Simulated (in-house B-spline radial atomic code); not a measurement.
**Neutral iron: [Ar] 3d6 4s2**

Level of theory: non-relativistic BHandHLYP, spin-polarised, spherical fractional occupations, exact exchange averaged over the configuration, point nucleus; calculated with an all-electron radial atomic-structure program (B-spline basis).

Screening seen three ways: the hydrogenic charge with the same mean radius, Z_r = [3n² - l(l+1)]/(2<r>), the one with the same energy, Z_e = n√(-2ε), and Slater's rules. Values are occupation-weighted means over spin.

| shell | electrons | ε (eV) | <r> (bohr) | Z_r | Z_e | Slater |
| --- | --- | --- | --- | --- | --- | --- |
| 1s | 2 | -7023.9 | 0.05913 | 25.37 | 22.72 | 25.70 |
| 2s | 2 | -837.6 | 0.2693 | 22.28 | 15.69 | 21.85 |
| 2p | 6 | -721 | 0.2364 | 21.15 | 14.56 | 21.85 |
| 3s | 2 | -102.59 | 0.8196 | 16.47 | 8.24 | 14.75 |
| 3p | 6 | -67.074 | 0.8646 | 14.46 | 6.66 | 14.75 |
| 3d | 6 | -13.223 | 1.094 | 9.60 | 2.96 | 6.25 |
| 4s | 2 | -6.3891 | 3.118 | 7.70 | 2.74 | 3.75 |

The least bound orbital is 4s down at -6.082 eV, and it is also the most diffuse (<r> = 3.195 bohr). The part-filled 3d shell lies below the filled 4s shell in orbital energy.
